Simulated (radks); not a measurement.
These are the eigenvalues of the occupied orbitals of an atom or ion with whole-number occupations (eV). All-electron calculation, scalar-relativistic Kohn-Sham, BLYP, spin-polarised, spherical densities, finite nucleus; Fermi nuclear charge, rms radius of each element as measured or else 0.836 A^(1/3) + 0.57 fm. Program: a radial shooting solver on a logarithmic mesh with Libxc functionals.

1s up: -23041.85
1s down: -23041.83
2s up: -3340.527
2s down: -3340.230
2p up: -2994.155
2p down: -2993.927
3s up: -596.5347
3s down: -596.3674
3p up: -482.7022
3p down: -482.5144
3d up: -300.5893
3d down: -300.3105
4s up: -82.8880
4s down: -81.5883
4p up: -50.8201
4p down: -49.4558
4d up: -6.3578
4d down: -4.9886
5s up: -4.6388

Which element is it, and in what charge state? The configuration may be excited. Open shells, if any, are filled with parallel spins first.

Answer. Z = 45, rhodium, charge 0: Rh in [Kr] 4d8 5s1. The list shows which subshells hold electrons but not how many an open one holds; the 1s level, -846.77 hartree, gives Z - s = 41.2 by -(Z - s)^2/2, which with screening and relativity narrows Z to a few neighbours, and the depths of the outer levels then fix element, charge and occupations together.
